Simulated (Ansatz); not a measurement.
CH7ClGeSi can be A, `[CH3][GeH2][SiH2]Cl`, or B, `[SiH3][CH2][GeH2][Cl]`.

Computed with Ansatz on PBE0-D4/def2-TZVP structures; ΔE is electronic, products minus reactants. CBS: MP2 limit from def2 TZ/QZ plus the TZ coupled-cluster correction, frozen cores. DFT in def2-TZVPP. B3LYP here is the variant with VWN-RPA as its local correlation; programs differ in this. For Ge outer-core shells are correlated without core-valence functions, which leaves a few kJ/mol of doubt a bond. Scalar relativity is left out up to krypton. One conformer a species, not always the lowest.

A:

Z-matrix (Å, degrees):
```
C
Ge 1 1.956
H 1 1.090 2 110.1
H 1 1.090 2 110.3 3 -120.2
H 1 1.090 2 109.8 3 120.0
Si 2 2.380 1 110.1 3 -177.3
H 2 1.543 1 110.5 3 62.1
H 2 1.540 1 110.3 3 -57.3
Cl 6 2.069 2 108.2 1 52.5
H 6 1.485 2 113.0 1 171.5
H 6 1.486 2 112.0 1 -65.3
```

B:

Z-matrix (Å, degrees):
```
Si
C 1 1.876
H 1 1.483 2 110.7
H 1 1.488 2 109.8 3 120.3
H 1 1.488 2 109.8 3 -120.6
Ge 2 1.944 1 114.7 3 71.6
H 2 1.095 1 109.3 3 -168.5
H 2 1.093 1 109.9 3 -50.8
Cl 6 2.163 2 108.0 1 -52.0
H 6 1.536 2 111.8 1 64.6
H 6 1.536 2 112.9 1 -168.9
```

Q: Which is lower in electronic energy at CCSD(T)/CBS, and by how much? (Best estimate.)

A: Computed: A, by 6.5 kcal/mol.

Q: Give E(B) − E(A) in kcal/mol with B2PLYP, PBE-D4, r2SCAN-D4, B3LYP, CCSD/def2-TZVPP, ωB97M-V, MP2/def2-TZVPP. (An estimate is asked.)

A: The calculation gave: B2PLYP 6.4, PBE-D4 8.6, r2SCAN-D4 7.4, B3LYP 7.4, CCSD/def2-TZVPP 5.6, ωB97M-V 5.8, MP2/def2-TZVPP 5.2. None reverses the order clearly.

Largest T1 diagnostic: 0.010.

From PBE to PBE0 (25 % exact exchange), in def2-TZVPP and without D4, E(B) − E(A) moves by −0.9 kcal/mol. In def2-TZVPP, CCSD(T) changes the Hartree–Fock value by +1.7 kcal/mol (the triples alone add +0.0 kcal/mol) and MP2 by +1.2 kcal/mol.
